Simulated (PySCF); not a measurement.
# SbNI₂, singlet: structure and spectrum

All numbers come from PBE0 in PySCF with Sb def2-SVP with ECP28, N def2-SVP, I def2-SVP with ECP28; scalar-relativistic core potentials, no spin–orbit coupling; density-fitted integrals.

The structure is a minimum.

Z-matrix (Å, degrees; charge 0 multiplicity 1):
```
Sb
N  1 1.8324
I  1 2.7213 2 130.19
I  1 2.7213 2 130.19 3 180.00
```

```
Point group                                                                   : C2v
Bond lengths                                                                  : Sb–I 2.721 Å (×2), Sb–N 1.832 Å
Bond angles                                                                   : I–Sb–I 99.6°, I–Sb–N 130.2° (×2)
Rotational symmetry number                                                    : 2
Entropy at 298.15 K and 1 bar                                                 : 376.8 J/(mol K)
Heat capacity Cp at 298.15 K                                                  : 75.5 J/(mol K)
Lowest empty level                                                            : -4.48 eV
Dipole moment                                                                 : 2.83 D
Enthalpy at 298.15 K above 0 K                                                : 19.05 kJ/mol
Rotational constants                                                          : 0.04486, 0.01537, 0.01145 cm⁻¹
Highest occupied level                                                        : -7.36 eV
Principal quadrupole moments (Buckingham, traceless) about the centre of mass : -11.95, 4.77, 7.17 D Å
Atomisation energy without zero-point energy                                  : 466 kJ/mol
Principal polarisabilities                                                    : 52.2, 116.4, 146.8 bohr³
Zero-point energy                                                             : 9.2 kJ/mol
```

Harmonic modes (masses in u: Sb 120.904, N 14.003, I 126.904):
```csv
symmetry,ω (cm⁻¹),IR (km/mol),μ (u),type
a1,65,0.1,108.80,bend
b1,70,7.1,20.34,bend
b2,127,6.4,16.53,bend
a1,187,6.4,90.15,stretch
b2,201,64.8,86.16,mixed
a1,881,7.9,15.42,stretch
```

In C2v the vibrations span 3a1 + b1 + 2b2. Here b1 is antisymmetric to the molecular plane and b2 lies in it.

Charges (e):
```json
{"atom": "Sb1", "Mulliken": "0.57", "Löwdin": "0.43", "polar tensor": "1.14", "Mayer order to Sb1": "–"}
{"atom": "N2", "Mulliken": "-0.35", "Löwdin": "-0.38", "polar tensor": "-0.36", "Mayer order to Sb1": "2.37"}
{"atom": "I3,4", "Mulliken": "-0.11", "Löwdin": "-0.02", "polar tensor": "-0.39", "Mayer order to Sb1": "0.84"}
```

Mulliken populations on Sb1 (electrons outside its core potential): s 3.60, p 8.52, d 10.32.

Counting electrons, antimony keeps none of its valence electrons outside its bonds, so the VSEPR class is AX3 and the expected shape is trigonal planar; with unlike ligands the computed point group is C2v.

Other isomers or separated fragments may lie lower.

The final relaxation and frequency run took 110 s on 2 threads of a shared Arm Neoverse N1 host, with 92 basis functions and 16 gradients; the process peaked at 1.1 GiB. Launch command: `OMP_NUM_THREADS=2 python axn.py task.json out`.
